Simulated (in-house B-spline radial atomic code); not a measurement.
RPA and G0W0 for the tellurium ion Te⁴⁺, [Kr] 4d10 5s2, as one setting changes: the share of exact exchange in the PBE hybrid start. A dash marks a level of low quasi-particle weight. Computed with a B-spline radial code for spherical atoms: all electrons, scalar-relativistic (spin-free one-electron X2C), finite nucleus, each spin shell either full or empty, empty states to l = 9 with an (l + 1/2)⁻⁴ tail; G0W0 by contour deformation at full frequency.

```
share of exact exchange in the PBE hybrid start  mean-field level (eV)  G0W0 level (eV)  RPA correlation (Eh)
                                              0                 -53.20        5s -58.96               -3.8752
                                            0.1                 -53.63        5s -58.91               -3.8414
                                            0.2                      ?                ?                     ?
                                            0.3                 -54.49        5s -58.83               -3.7768
                                            0.4                 -54.91        5s -58.79                -3.746
                                            0.5                      ?                ?                     ?
                                            0.6                 -55.76        5s -58.70                -3.687
                                            0.7                 -56.18        5s -58.66               -3.6587
                                            0.8                 -56.60        5s -58.62               -3.6311
                                            0.9                 -57.02        5s -58.58               -3.6042
                                              1                 -57.43        5s -58.55               -3.5779
```

(1) What belongs in the row for 0.2?

(2) What belongs in the row for 0.5?

## Answers

(1) mean-field level (eV): -54.06; G0W0 level (eV): 5s -58.87; RPA correlation (Eh): -3.8086.

(2) mean-field level (eV): -55.34; G0W0 level (eV): 5s -58.74; RPA correlation (Eh): -3.7161.
